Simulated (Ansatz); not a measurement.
CH$_{9}$AlBNSi, relaxed with RKS PBE0-D4/def2-TZVP in Ansatz 0.2.0 from a PBE-D4/def2-SVP geometry. The force threshold is 0.005 eV/Å; the program also tests the step.

Charge 0, multiplicity 1. The bonds changed during the relaxation, so this is another structure than the one it started from.

Start:

```xyz
14

B     0.347   -1.780    0.662
Si    1.897   -1.216   -0.241
Al   -0.292    0.318    0.178
C    -1.047    0.881   -1.545
N    -0.605    1.262    1.666
H     0.362   -1.880    1.873
H    -0.712   -1.942    0.050
H     1.987   -0.894   -1.712
H     3.162   -0.792    0.455
H    -1.951    1.515   -1.428
H    -0.299    1.471   -2.117
H    -1.320    0.009   -2.175
H    -1.279    2.029    1.740
H    -0.250    1.019    2.595
```

```csv
step,energy (eV),largest force (eV/Å),largest move (Å)
1,-17816.3447,0.517,0.000
2,-17816.3925,0.212,0.029
3,-17816.3980,0.034,0.021
4,-17816.3984,0.015,0.015
5,-17816.3985,0.017,0.015
6,-17816.3986,0.089,0.071
7,-17816.3990,0.029,0.006
8,-17816.3992,0.008,0.020
9,-17816.3994,0.051,0.069
10,-17816.3995,0.032,0.021
11,-17816.3997,0.010,0.025
12,-17816.3997,0.012,0.026
13,-17816.3998,0.024,0.031
14,-17816.3998,0.010,0.002
15,-17816.3998,0.003,0.010
16,-17816.3998,0.004,0.017
17,-17816.3998,0.003,0.009
```

End:

```xyz
14

B     0.331   -1.765    0.664
Si    1.874   -1.244   -0.234
Al   -0.279    0.336    0.180
C    -1.042    0.874   -1.530
N    -0.581    1.283    1.643
H     0.322   -1.863    1.855
H    -0.719   -1.865    0.056
H     1.960   -0.953   -1.690
H     3.149   -0.890    0.438
H    -2.084    1.192   -1.426
H    -0.487    1.717   -1.954
H    -1.011    0.063   -2.262
H    -1.219    2.061    1.708
H    -0.214    1.055    2.552
```

Run time 78 s (4 threads of an Arm Neoverse V1 on a shared host); peak host memory 0.64 GiB.
